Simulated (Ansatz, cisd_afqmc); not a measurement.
System: Sb$_{2}$, charge 0, singlet. Sb2 (SMILES [Sb]#[Sb]).
B3LYP-D3(BJ)/def2-TZVP minimum from Ansatz (a program for electronic structure):
```
Sb
Sb 1 2.4879
```

Total energies in def2-SVP, 10 correlated electrons, 18 frozen orbitals. UHF or UKS for unpaired electrons; spin-orbit terms are left out. Cores are frozen in correlated methods (noble-gas shells, and filled d and f shells in the p block). Past Kr the def2 sets carry scalar-relativistic core potentials. The Monte Carlo rows (phaseless AFQMC, CISD trial, step 0.005/hartree) carry one-sigma bars that omit the constraint's bias. Outlying blocks are dropped, and bars are widened where a walk drifts. Over all cases where full CI ran beside it in this data, AFQMC minus full CI had a median of +0.1 mEh and passed +0.4 mEh in a tenth of the cases. Spin-orbit terms, left out, reach several kcal/mol for Br and I, and more for heavier atoms. The restricted determinant of Sb2 ([Sb]#[Sb], singlet) is unstable towards broken spin symmetry in at least one set run.

The bar of a AFQMC/CISD walk is widened from 0.40 to 0.52 mEh, since its error had not levelled off in the blocking analysis.

```json
[
 {"method": "HF", "program": "Ansatz", "energy (Eh)": "-478.52841", "minus CCSDTQ (mEh)": "211.79"},
 {"method": "MP2", "program": "Ansatz", "energy (Eh)": "-478.71428", "minus CCSDTQ (mEh)": "25.92"},
 {"method": "CCSD", "program": "Ansatz", "energy (Eh)": "-478.72515", "minus CCSDTQ (mEh)": "15.05"},
 {"method": "CCSD(T)", "program": "Ansatz", "energy (Eh)": "-478.73778", "minus CCSDTQ (mEh)": "2.42"},
 {"method": "CCSDT(Q)", "program": "Ansatz", "energy (Eh)": "-478.74041", "minus CCSDTQ (mEh)": "-0.20"},
 {"method": "CCSDTQ", "program": "Ansatz", "energy (Eh)": "-478.74021", "minus CCSDTQ (mEh)": "0.00"},
 {"method": "AFQMC/CISD", "program": "cisd_afqmc", "energy (Eh)": "-478.7385 ± 0.0006", "minus CCSDTQ (mEh)": "1.8 ± 0.6"}
]
```

Rough core times of Ansatz's runs on a shared machine: CCSD(T) under 20 s, CCSDT(Q) under 20 s, CCSDTQ 2 min.
